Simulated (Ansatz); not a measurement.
Consider the formal exchange of groups at a C–C bond: `C/C=C(\F)[SiH3]` + BH₃ → `B/C=C(\F)[SiH3]` + CH₄.

Program: Ansatz. Geometries: PBE0-D4/def2-TZVP. ΔE: electronic, gas phase. CCSD(T)/CBS is the MP2 limit (def2-TZVPP, def2-QZVPP) plus CCSD(T) − MP2 in def2-TZVPP, frozen cores. This one scheme is used for every species. Double bonds are as drawn, so ΔE can hold a change between cis and trans. Functionals use def2-TZVPP. B3LYP here is the variant with VWN-RPA as its local correlation; programs differ in this.

`C/C=C(\F)[SiH3]`:

```xyz
12

C     1.417   -1.507    0.374
C     0.171   -0.696    0.302
C     0.051    0.500   -0.264
F     1.140    1.073   -0.842
Si   -1.506    1.530   -0.362
H     2.256   -0.995   -0.095
H     1.278   -2.472   -0.121
H     1.678   -1.720    1.415
H    -0.731   -1.105    0.747
H    -2.589    0.767    0.307
H    -1.304    2.834    0.320
H    -1.864    1.790   -1.780
```

BH₃:

Z-matrix (Å, degrees):
```
B
H 1 1.193
H 1 1.193 2 120.0
H 1 1.193 2 120.0 3 180.0
```

`B/C=C(\F)[SiH3]`:

Cartesian coordinates in Å:
```
B -1.485 -0.058 -1.799
C -0.868 0.115 -0.406
C 0.417 -0.123 -0.103
F 1.269 -0.544 -1.049
Si 1.243 0.067 1.586
H -2.644 0.180 -1.968
H -0.820 -0.428 -2.719
H -1.466 0.451 0.437
H 2.345 1.053 1.474
H 0.213 0.533 2.545
H 1.796 -1.246 2.001
```

CH₄:

```xyz
5

C     0.000    0.000    0.000
H    -0.970    0.266   -0.418
H     0.253    0.694    0.801
H     0.759    0.053   -0.780
H    -0.042   -1.014    0.397
```

(1) Is it downhill or uphill in electronic energy at CCSD(T)/CBS, and by how much? (Estimate.)

(2) What do these levels give: B3LYP-D4, ωB97M-V, B2PLYP, SCS-MP2/def2-TZVPP, MP2/def2-QZVPP, HF/CBS(def2)? (An estimate is asked.)

Largest T1 diagnostic among the species: 0.013.

Answers

(1) The calculation gave: Downhill: ΔE = -68.7 kJ/mol.

(2) Computed: B3LYP-D4 -74.2, ωB97M-V -71.2, B2PLYP -73.3, SCS-MP2/def2-TZVPP -66.6, MP2/def2-QZVPP -70.4, HF/CBS(def2) -61.8 kJ/mol.

From PBE to PBE0 (25 % exact exchange), in def2-TZVPP and without D4, ΔE moves by +5.7 kJ/mol. In def2-TZVPP, CCSD(T) changes the Hartree–Fock value by −6.6 kJ/mol (the triples alone add −2.4 kJ/mol) and MP2 by −8.4 kJ/mol.
